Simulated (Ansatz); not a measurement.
Molecule: WO3, net charge 0, triplet state. The spin state was set by rule; other spins were not relaxed. 
Geometry from a B3LYP-D3(BJ)/def2-TZVP (Ansatz, an electronic-structure program) optimisation:
```xyz
4

W     -0.0498    -0.0639    -0.0495
O      1.7666    -0.1812    -0.5796
O     -0.4164    -0.5938     1.5456
O     -0.8892     1.3662    -0.5078
```
Charge 0, spin multiplicity 3.

Basis-set convergence of Hartree-Fock and CCSD correlation energies (hartree) with Ansatz. Valence correlation only, unless marked. Open shells are spin-unrestricted. Spin-orbit coupling is left out. Frozen are the shells of the preceding noble gas and the d and f shells that filled before the atom's block. In def2 rows, elements after Kr have scalar-relativistic effective core potentials.

```json
[
 {"basis": "def2-SVP", "functions": "74", "E(HF)": "-290.77389", "E(corr, CCSD)": "-0.70991"},
 {"basis": "def2-TZVPP", "functions": "149", "E(HF)": "(withheld)", "E(corr, CCSD)": "(withheld)"}
]
```

Question: Fill in the missing entries.

Answer: 
- def2-TZVPP, E(HF): -291.10191
- def2-TZVPP, E(corr, CCSD): -0.86823
